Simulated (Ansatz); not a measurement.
`C[O][SnH2][NH2]` → H₂ + `C[O][Sn][NH2]`  (stannylene formation by 1,1-elimination)

Isolated molecules relaxed with PBE0-D4/def2-TZVP in Ansatz; ΔE leaves out vibrations. CCSD(T)/CBS adds triple-zeta CCSD(T) − MP2 to the extrapolated MP2 energy (def2 sets, frozen cores). This one scheme is used for every species. DFT in def2-TZVPP. HSE06 is defined as in plane-wave codes. def2 core potentials past Kr. For Sn outer-core shells are correlated without core-valence functions, which leaves a few kJ/mol of doubt a bond. One conformer a species, not always the lowest.

**Question.** Is it downhill or uphill in electronic energy at CCSD(T)/CBS, and by how much? (An estimate is asked.)

**Answer.** Computed: Downhill: ΔE = -6.4 kcal/mol.

**Question.** What do these levels give: LDA (SPW92), PBE-D4, BLYP-D4, r2SCANh, HSE06, BHLYP, LC-ωPBE, MP2/def2-SVP, MP2/def2-TZVPP, CCSD(T)/def2-TZVPP, SCS-MP2/def2-QZVPP, MP2/CBS(def2)? (An estimate is asked.)

**Answer.** Ansatz gave: LDA (SPW92) -3.9, PBE-D4 -10.6, BLYP-D4 -16.8, r2SCANh -6.5, HSE06 -5.8, BHLYP -6.4, LC-ωPBE -0.1, MP2/def2-SVP -3.4, MP2/def2-TZVPP -7.7, CCSD(T)/def2-TZVPP -4.7, SCS-MP2/def2-QZVPP -8.2, MP2/CBS(def2) -9.3 kcal/mol.

Largest T1 diagnostic among the species: 0.017.

At CCSD(T), def2-SVP lies +2.1 kcal/mol from the extrapolated value and def2-TZVPP +1.7 kcal/mol. Leaving LDA and LC-ωPBE aside and taking each functional with its dispersion term where it has one, the values, not all of them listed here, spread over 14.2 kcal/mol, from BLYP-D4 to B97M-V. LDA lies +7.0 kcal/mol from PBE without D4. From r2SCAN to r2SCAN0 (25 % exact exchange), in def2-TZVPP and without D4, ΔE moves by +3.1 kcal/mol.
